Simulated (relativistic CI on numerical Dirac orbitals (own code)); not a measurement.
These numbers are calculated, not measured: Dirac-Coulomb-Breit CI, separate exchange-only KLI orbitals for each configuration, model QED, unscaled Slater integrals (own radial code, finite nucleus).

The strongest absorption lines from the ground level of an ion, among the configurations computed and to levels below about 808 eV (vacuum wavelength in Å, gf): 15.342 (0.18), 15.438 (0.13), 43.618 (0.38), 43.853 (0.099), 46.842 (2), 47.939 (0.22), 49.335 (1.5), 52.228 (0.2).

Q: Which ion is it?
A. Cs32+
B. Cs30+
C. In24+
D. Te27+

A: B. Cs30+ has 25 electrons and the ground level 3s2.3p6.3d7 4F_9/2; the strongest line goes to 3s2.3p5.3d8 4D°_7/2. The pattern of lines fixes the number of electrons, and along that sequence the line energies rise steadily with the charge (about as its square where n changes within one kind of shell, about linearly where n is kept but much faster in heavy ions where fine structure, which grows about as Z⁴, sets the gap, and irregularly where shells cross), which fixes Z. Configurations outside the model, such as inner-shell arrays, can give stronger lines. At this charge energies of transitions that change n are usually good to better than 1 %, and those within a shell (Δn = 0) to a few per cent. Terms inside the open d or f shell come out 10 to 20 % too wide with unscaled integrals.

LS names give the leading component of a level, which can be under half, so a name can repeat, a term be missing and a line seem to break the LS rules.
